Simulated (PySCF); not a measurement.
A side-by-side comparison of computed properties.

First species: C6H8N2O.
Bonds: C1–N2, N2–C3, C3–C4 (aromatic), C4–C5 (aromatic), C5–C6 (aromatic), C6–N7 (aromatic), N7–O8, N7–C9 (aromatic), C3–C9 (aromatic). Hydrogens: H10, H11, H12 on C1; H13 on N2; H14 on C4; H15 on C5; H16 on C6; H17 on C9.

Second species: GeH2Me(nBu), C₅H₁₄Ge.
SMILES: `[H][Ge]([H])([CH3])[CH2]CCC`

Levels: B3LYP/def2-SVPD for HOMO energy, LUMO energy, HOMO–LUMO gap and static isotropic polarisability; TDDFT B3LYP/def2-SVPD for lowest singlet excitation. Geometries: PBE0-D3(BJ)/def2-SVP. All species are isolated and taken at one optimised geometry, non-relativistic unless stated. Electronic properties by PySCF.

The conformers computed, where there is a choice (atom-mapped SMILES and torsion angles):
- `[CH3:1][NH:2][c:3]1[cH:4][cH:5][cH:6][n+:7]([O-:8])[cH:9]1`: C1–N2–C3–C4 -174°

Question: Which has the higher S1 energy?

Answer: The second: 7.16 eV against 4.10 eV, a difference of 3.06 eV.

Question: Which of the two has the higher HOMO energy, and by how much?

Answer: The first: -5.81 eV against -7.77 eV, a difference of 1.96 eV.

Question: Which has the higher HOMO–LUMO gap?

Answer: The second: 8.04 eV against 4.58 eV, a difference of 3.46 eV.

Question: Which has the higher static isotropic polarisability?

Answer: The first: 98.7 au against 96.4 au, a difference of 2.3 au.

Question: Which of the two has the higher LUMO energy, and by how much?

Answer: The second: 0.27 eV against -1.23 eV, a difference of 1.50 eV.

On the first: S1 lies 0.48 eV below the HOMO–LUMO gap; its leading configuration is HOMO→LUMO, weight 0.48, beside HOMO−1→LUMO, weight 0.26. In wavenumbers S1 is 33100 cm⁻¹ (1 eV = 8065.54 cm⁻¹).

On the second: The 15 singlets span 7.16 to 8.69 eV, and their oscillator strengths add up to 0.78. No computed singlet falls in the visible range (750 to 380 nm, 1.65 to 3.26 eV); S1 lies 3.90 eV above its blue end. The calculation is non-relativistic and has no spin–orbit coupling, an omission that weighs most on germanium.
